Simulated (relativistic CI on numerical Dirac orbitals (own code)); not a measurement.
## What each ingredient does to the levels of Ag⁵⁺

Base calculation: Dirac-Coulomb-Breit CI, orbitals from a KLI potential per configuration, model QED, valence Slater integrals scaled by 0.85, P86 correlation energy added to each configuration.

CI space (outside the closed core [Ar] 3d10): 4s2 4p6 4d6, 4s2 4p6 4d5 5s, 4s2 4p6 4d5 4f, 4s2 4p6 4d5 5p, 4s2 4p5 4d7, 4s2 4p6 4d5 5d, 4s2 4p6 4d5 6s, 4s2 4p6 4d5 6p, 4s2 4p6 4d4 5s 5p, 4s 4p6 4d7, 4s2 4p6 4d5 6d, 4s2 4p6 4d5 5g, 4s2 4p6 4d4 5s2, 4s2 4p6 4d3 4f 5s2, 4s2 4p6 4d3 5s2 5p, 4s2 4p6 4d3 5s2 5d, 4s2 4p6 4d3 5s2 6s. Double excitations out of closed p, d and f shells are left out; levels of such configurations are missing from the list, as are those of other unlisted configurations, and high levels can miss mixing partners.

Variants: (1) Slater integrals left unscaled; (2) self-excluded LDA correlation estimate; (3) QED terms removed; (4) only the first 3 configurations. Shifts of the energy above 4s2 4p6 4d6 5D_4, in cm⁻¹, for the lowest level and the first level of each name with at least 55 % of one term (blank where a level changes its place among those of its configuration and J or its character, or is not in the variant):

| Level | Base | Δ(1) | Δ(2) | Δ(3) | Δ(4) | Measured |
| --- | --- | --- | --- | --- | --- | --- |
| 4s2 4p6 4d6 5D_4 | 0.0 | 0.0 | 0.0 | 0.0 | 0.0 | 0.0 |
| 4s2 4p6 4d6 5D_3 | 2601.1 | -52.3 | +0.1 | -9.4 | +7.6 | 2692.5 |
| 4s2 4p6 4d6 5D_2 | 3817.8 | +40.5 | +0.1 | -10.9 | +45.1 | 3953.0 |
| 4s2 4p6 4d6 5D_1 | 4764.7 | +27.0 | +0.1 | -14.4 | +47.1 | 4941.0 |
| 4s2 4p6 4d6 5D_0 | 5184.7 | +38.2 | +0.1 | -15.4 | +50.1 | 5380.0 |
| 4s2 4p6 4d6 3P_2 | 20458.3 | +3234.9 | -0.9 | -0.4 | +1017.8 | 21041.5 |
| 4s2 4p6 4d6 3H_6 | 20845.3 | +3372.5 | -0.7 | -4.7 | -110.2 | 21512.5 |
| 4s2 4p6 4d6 3H_5 | 21268.1 | +3464.2 | -0.7 | -3.9 | -65.1 | 21812.0 |
| 4s2 4p6 4d6 3F_3 | 23933.6 | +3663.6 | -0.8 | -6.6 | +365.5 | 24441.0 |
| 4s2 4p6 4d6 3F_2 | 24780.0 | +3691.8 | -0.8 | -7.7 | +574.9 | 25306.5 |
| 4s2 4p6 4d6 3G_5 | 27435.8 | +3880.8 | -0.8 | -16.3 | +21.3 | 27958.5 |
| 4s2 4p6 4d6 3P_1 | 27533.0 | +3268.4 | -0.8 | -21.9 | +1038.8 | 28232.0 |
| 4s2 4p6 4d6 3P_0 | 28111.7 | +3718.3 | -1.0 | -15.6 | +731.2 |  |
| 4s2 4p6 4d6 3G_4 | 29143.3 | +4068.9 | -0.8 | -17.1 | +99.2 | 29659.5 |
| 4s2 4p6 4d6 3G_3 | 29849.5 | +3987.3 | -0.8 | -20.8 | +187.8 | 30361.0 |
| 4s2 4p6 4d6 3D_2 | 32648.3 | +5137.2 | -0.7 | -7.7 | +444.3 | 32650.5 |
| 4s2 4p6 4d6 1I_6 | 33142.2 | +4969.2 | -1.0 | -15.7 | -256.5 | 34194.5 |
| 4s2 4p6 4d6 3D_1 | 33513.5 | +5001.8 | -0.7 | -13.9 | +379.2 | 33558.0 |
| 4s2 4p6 4d6 3D_3 | 33608.1 | +5154.1 | -0.7 | -11.2 | +325.3 | 33509.0 |
| 4s2 4p6 4d6 1G_4 | 36507.4 | +5005.0 | -1.3 | -24.7 | -62.6 | 37481.0 |
| 4s2 4p6 4d6 1D_2 | 40789.5 | +5700.3 | -0.9 | -17.4 | +1647.5 | 41372.0 |
| 4s2 4p6 4d6 1S_0 | 41187.1 | +5886.1 | -1.2 | -21.1 | +382.2 |  |

At this charge configurations can still be misplaced by up to about 7 % of their energy. 35 of the 69 excited levels that our extract of the measured tables holds in this range could be paired (the sources list more); they are missed by 1734 cm⁻¹ on average and 6159 at most, and levels without a partner can miss by more. Some levels of the ground configuration have no partner and can miss by 10 % or more.

Measured levels: measured levels as listed in Gamrath, thesis, University of Mons (2023).

Ionisation energy from the two ground configurations alone: base 83.86 eV; Slater integrals left unscaled 83.39 eV; self-excluded LDA correlation estimate 84.23 eV. The NIST ASD value (theoretical) is 82 eV. The gap of more than 2 % comes from missing correlation, or from a tabulated value that is itself an estimate.

LS names give the leading component of a level, which can be under half, so a name can repeat, a term be missing and a line seem to break the LS rules.
